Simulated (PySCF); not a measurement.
Method: PBE-D3(BJ)/def2-TZVP // PBE-D3(BJ)/def2-SVP (PySCF 2.14.0). All species are isolated molecules in the gas phase. One relaxed conformer stands for a flexible species; it need not be the lowest. 

Reference species (SMILES): `[SiH3][Si]([SiH3])([SiH3])[SiH3]` (neutral, multiplicity 1).

```yaml
HOMO–LUMO gap: 5.79 eV
S1 oscillator strength: 0.000
HOMO: -6.96 eV
```

Changed species: `[SiH3][Si](CC)(CC)CC` (3 of 4 SiH3 replaced by C2H5; the reference has 0 of 4 SiH3 replaced by C2H5).

Q: Predict the effect on the HOMO–LUMO gap, S1 oscillator strength and HOMO.

A: the HOMO–LUMO gap goes up by 0.16 eV, to 5.95 eV; the S1 oscillator strength rises by 0.015, to 0.015; the HOMO increases by 0.64 eV, to -6.32 eV.
